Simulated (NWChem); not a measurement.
SbHCl$_{2}$; SMILES [Cl][SbH][Cl]

Program: NWChem. Geometry: optimised at PBE-D3(BJ)/def2-SVP. def2 effective core potentials on Sb; no spin-orbit coupling.

Problem. Predict the results for MPW1K/def2-SVP. Quantities: highest occupied level (eV); orbital gap (eV); dipole (D).

Solution. 
```yaml
highest occupied level (eV): -8.80
orbital gap (eV): 7.35
dipole (D): 3.21
```
